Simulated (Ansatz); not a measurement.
Geometry optimisation, RKS PBE-D4/6-31G* (Ansatz 0.2.0).

Input file:

```yaml
crystal:
  periodic: [false, false, false]
  atoms:
    - { symbol: Al, position_ang: [-0.8308, -0.0531, -0.9246] }
    - { symbol: C, position_ang: [0.9057, 0.2138, 0.5357] }
    - { symbol: F, position_ang: [-0.6279, -1.2198, -2.0512] }
    - { symbol: F, position_ang: [-1.7166, 1.2832, -1.2486] }
    - { symbol: H, position_ang: [-0.3648, -0.3716, 0.6724] }
    - { symbol: H, position_ang: [-1.2268, -0.8091, 0.8847] }
    - { symbol: H, position_ang: [0.7814, 0.8753, 1.3957] }
    - { symbol: H, position_ang: [1.6205, 0.7577, -0.1079] }
    - { symbol: H, position_ang: [1.4593, -0.6764, 0.8437] }
basis:
  gaussian: { orbitals: "6-31G*" }
hamiltonian:
  xc: pbe
  dispersion: d4
relax:
  f_tol: 0.15
  max_steps: 25
  restrain:
    - { distance: [0, 5], at: 2.82, k: 30.0 }
    - { distance: [4, 1], at: 2.37, k: 30.0 }
    - { distance: [0, 1], at: 1.97, k: 30.0 }
    - { distance: [4, 5], at: 0.62, k: 30.0 }
output:
  orbitals: {}
```

Run as:

```bash
$ ansatz run input.yaml --threads 2 --pin off --max-ram 3072MiB --backend cpu --events-out ev --progress --plain --runs-dir out
```

Problem. Where does it end, and by what steps?

Solution. The forces met the threshold. The restraints hold the end off the free minimum. After 8 steps the energy has fallen by 1.770 eV (the restraints' own energy left out); H5 moved furthest, 0.82 Å. Parted: Al1–H5 (1.69 → 2.43 Å). Joined: H5–H6 (0.99 → 0.70 Å).

```tsv
step	energy less start (eV)	largest force component (eV/Å)	accepted
0	0.0000	2.192	yes
1	-0.2884	2.287	yes
2	-0.6443	3.509	yes
3	-1.0914	2.830	yes
4	-1.5775	2.903	yes
5	-1.6532	3.180	yes
6	-1.7785	1.748	yes
7	-1.7633	2.159	yes
8	-1.7700	2.100	yes
```

```xyz
9
Properties=species:S:1:pos:R:3
Al -0.432 0.150 -1.029
C 1.016 0.346 0.280
F -0.527 -1.160 -2.057
F -1.597 1.323 -1.247
H -0.892 -0.765 1.169
H -1.514 -1.067 1.272
H 0.689 0.935 1.153
H 1.878 0.874 -0.168
H 1.377 -0.637 0.626
```

Time of the run: 8.3 s on 2 threads of Intel(R) Xeon(R) Platinum 8488C (Sapphire Rapids), on a shared host, peak memory 0.17 GiB.
